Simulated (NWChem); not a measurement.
System: H₂SeO₂; SMILES O[Se]O

NWChem input:

```
start job
memory heap 200 mb stack 900 mb global 1100 mb
geometry units angstroms noautoz
  Se     0.392615    -0.010231     0.000000
  O     -0.730569    -0.090441     1.393587
  H     -0.999793     0.812778     1.606801
  O     -0.730569    -0.090441    -1.393587
  H     -0.999793     0.812778    -1.606801
end
basis spherical
  Se library def2-svp
  O library def2-svp
  H library def2-svp
end
dft
  xc mn15
  iterations 150
  mulliken
end
task dft energy
```

All runs use the structure optimised with PBE0/def2-SVP.

Task: Give the results of this calculation. (MN15/def2-SVP.) Quantities: energy (Ha); highest occupied level (eV); orbital gap (eV); dipole (D).

Result: 
```yaml
energy (Ha): -2552.88
highest occupied level (eV): -7.13
orbital gap (eV): 7.41
dipole (D): 3.03
```
